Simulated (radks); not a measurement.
The numbers below are computed, except where a source is named.
The nuclear charge of the germanium ion Ge2+ is varied continuously with 30 electrons held in [Ar] 3d10 4s2. Code: a radial shooting solver on a logarithmic mesh with Libxc functionals. Model: scalar-relativistic Kohn-Sham, PBE, spin-polarised, spherical densities, point nucleus. By the Hellmann-Feynman theorem dE/dZ = E(electron-nucleus)/Z, the electronic potential at the nucleus. The scalar-relativistic energy here is not variational (the density holds large components alone), so the two differ by a part that grows with Z.

| Z | E (hartree) | E(electron-nucleus)/Z (hartree) | HOMO | e(HOMO) (eV) | <r> HOMO (bohr) |
|---|---|---|---|---|---|
| 31.5 | -2020.04275 | -154.074 | 4s | -22.494 | 2.066 |
| 31.6 | -2035.50186 | -154.726 | 4s | -23.799 | 2.040 |
| 31.7 | -2051.02637 | -155.378 | 4s | -25.127 | 2.014 |
| 31.8 | -2066.61628 | -156.030 | 4s | -26.479 | 1.989 |
| 31.9 | -2082.27157 | -156.681 | 4s | -27.853 | 1.965 |
| 32 | -2097.99223 | -157.333 | 4s | -29.250 | 1.941 |
| 32.1 | -2113.77827 | -157.984 | 4s | -30.669 | 1.919 |
| 32.2 | -2129.62967 | -158.636 | 4s | -32.111 | 1.897 |
| 32.3 | -2145.54643 | -159.287 | 4s | -33.575 | 1.876 |
| 32.4 | -2161.52855 | -159.938 | 4s | -35.061 | 1.855 |
| 32.5 | -2177.57603 | -160.589 | 4s | -36.569 | 1.835 |
| 32.6 | -2193.68886 | -161.241 | 4s | -38.099 | 1.816 |
| 32.7 | -2209.86704 | -161.892 | 4s | -39.650 | 1.797 |
| 32.8 | -2226.11058 | -162.543 | 4s | -41.222 | 1.778 |
| 32.9 | -2242.41948 | -163.194 | 4s | -42.816 | 1.761 |
| 33 | -2258.79374 | -163.845 | 4s | -44.431 | 1.743 |

The central difference of E at Z = 32 is -157.534 hartree, to compare with the third column; the second derivative is -6.54 hartree.
